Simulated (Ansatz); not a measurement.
Consider the formal hydrolysis of the Si–Si bond: `[SiH3][SiH]1[CH2][AlH]1` + H₂O → `O[SiH]1[CH2][AlH]1` + SiH₄.

Gas-phase electronic energies from Ansatz, PBE0-D4/def2-TZVP geometries. CBS: MP2 limit from def2 TZ/QZ plus the TZ coupled-cluster correction, frozen cores. This one scheme is used for every species. DFT in def2-TZVPP. One conformer a species, not always the lowest.

CCSD(T)/CBS gives -0.66 eV.

Problem. Another level gave -0.71 eV. Which?
A. LC-ωPBE/def2-TZVPP
B. BLYP-D4/def2-TZVPP
C. BHLYP-D4/def2-TZVPP
D. LDA (SPW92)/def2-TZVPP

Solution. B. BLYP-D4 -0.71, LC-ωPBE -0.67, LDA (SPW92) -0.61, BHLYP-D4 -0.78 eV.

Problem. What do rigid-rotor, harmonic-oscillator terms from PBE0-D4/def2-TZVP frequencies (298.15 K, 1 bar) make of the CCSD(T)/CBS value? (An estimate is asked.)

Solution. Computed: ΔZPE = -0.05 eV, ΔH = -0.73 eV, ΔS = -4 J/(mol·K), ΔG = -0.72 eV. Modes under 50 cm⁻¹ make the entropy rough.

Largest T1 diagnostic among the species: 0.014.

In def2-TZVPP, CCSD(T) changes the Hartree–Fock value by +0.25 eV (the triples alone add +0.03 eV) and MP2 by +0.21 eV. The D4 term adds +0.07 eV with B3LYP and +0.04 eV with PBE0; it sums over pairs of atoms, weighted by their polarisabilities, and B3LYP, whose exchange is more repulsive, gets the larger term.

B3LYP here is the variant with VWN-RPA as its local correlation; programs differ in this.
